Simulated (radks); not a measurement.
The numbers below are computed, except where a source is named.
Question: Ionisation of neutral zinc, [Ar] 3d10 4s2, to Zn+, [Ar] 3d10 4s1, under several functionals. Dirac Kohn-Sham, spin-unpolarised, spherical densities, finite nucleus; a radial shooting solver on a logarithmic mesh with Libxc functionals. The NIST Atomic Spectra Database gives 9.394 eV (measured). Rank these functionals by the error of their Delta-SCF ionisation energy: PW91; RPBE; LDA (Slater exchange, VWN5 correlation); XLYP; PBE; AM05; revPBE; exchange-only PBE; exchange-only LDA.

Answer: From best to worst: exchange-only PBE 9.236 eV (-0.158); exchange-only LDA 9.103 eV (-0.291); RPBE 9.754 eV (+0.360); revPBE 9.777 eV (+0.382); AM05 9.847 eV (+0.453); PBE 9.889 eV (+0.495); PW91 9.963 eV (+0.569); XLYP 9.968 eV (+0.574); LDA (Slater exchange, VWN5 correlation) 10.185 eV (+0.790). Spin polarisation and multiplet splitting are left out, so open shells lie too high by an amount that depends on their filling.

Beside tabulated values, note that spin-unpolarised runs miss the spin-polarisation part of the exchange energy of open shells.
